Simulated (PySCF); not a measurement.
In(H)(OH)(OMe), SMILES [OH][InH][O]C at its CAM-B3LYP/def2-SVP optimised geometry (Å):

```
9

In     0.6196     0.0746     0.0000
H      2.3155     0.0746     0.0000
O     -0.6610    -1.4486     0.0008
H     -0.2558    -2.3235    -0.0074
O     -0.4484     1.7423     0.0000
C     -1.8490     1.7745    -0.0080
H     -2.2295     2.3067     0.8839
H     -2.2183     2.3235    -0.8944
H     -2.3155     0.7724    -0.0201
```

Level of theory: CAM-B3LYP/def2-TZVP, def2 effective core potentials past Kr (PySCF). The core electrons that the potentials of In replace are not part of the density.

Map of the deformation density (molecule minus spherical neutral atoms) (e/bohr³) on the plane z = 1.0 Å:

```
|111111111111111111111111111|
|111111111111111111111111111|
|111111111111111111111111111|
|111111111111111111111111111|
|111111000111111111111111111|
|111110010001111111111111111|
|111100482001111111111111111|
|111101693001221111111111111|
|111111231001221111111111111|
|111110110001221111111111111|
|111111000001211001111111111|
|111111100001110001111111111|
|111111111110000001111111111|
|111111111110000001221111111|
|111111111111100001111111111|
|111111111112110001111111111|
|111111111222221111111111111|
|111111111223221111111111111|
|111111111222211111111111111|
|111111111111111111111111111|
|111111111111001111111111111|
|111111111111111111111111111|
|111111111111111111111111111|
|111111111111111111111111111|
|111111111111111111111111111|
|111111111111111111111111111|
|111111111111111111111111111|
```
Scale: ten equal steps from -0.009 (start of '0') to 0.045 (end of '9'), in the order '0123456789'; x runs from -4.50 to 4.50, y from -4.50 (bottom) to 4.50 (top).
